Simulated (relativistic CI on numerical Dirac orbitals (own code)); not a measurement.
## Re⁵⁺: N6,7 absorption edge

Computed with this model: Dirac-Coulomb-Breit CI, KLI orbitals optimised for each configuration, model QED, valence Slater integrals scaled by 0.8, multiplet model of core-to-valence dipole absorption; configurations [Xe] 4f14 5d2 → [Xe] 4f13 5d3; 300 K; Lorentzian 0.45 eV and Gaussian 0.3 eV FWHM. Energies are those of the free ion, without screening or charge transfer. The branching ratio is the share of the lower-energy edge in the whole absorption, uncertain by about 0.02 where the edges overlap. S is read from ⟨S²⟩ = S(S + 1).

Field parameters in Wybourne normalisation: D4h B²₀ = −7Ds, B⁴₀ = 21(Dq − Dt), B⁴₄ = 21√(5/14) Dq. The field is a parameter set, without covalency.

free ion: ground-state S = 0.93, centroid 47.03 eV. Peaks (eV, height): 47.1 (100), 48.5 (35).

D4h, 10Dq = 21000, Ds = -1350, Dt = -280 cm⁻¹: ground-state S = 0.97, centroid 47.40 eV. Peaks (eV, height): 43.0 (13), 44.5 (31), 47.0 (100), 48.6 (100).

Strongest unbroadened transitions for free ion:

| Energy (eV) | Relative strength |
| --- | --- |
| 44.94 | 16.4 |
| 45.65 | 23.6 |
| 45.76 | 24.2 |
| 46.35 | 24.0 |
| 46.38 | 14.0 |
| 46.45 | 20.5 |
| 46.54 | 14.6 |
| 46.89 | 21.3 |
| 46.97 | 85.5 |
| 47.06 | 13.2 |
| 47.13 | 21.4 |
| 47.23 | 100.0 |
| 47.43 | 27.7 |
| 47.72 | 13.3 |
| 47.81 | 65.3 |
| 47.96 | 14.8 |
| 48.45 | 23.6 |
| 48.65 | 28.6 |
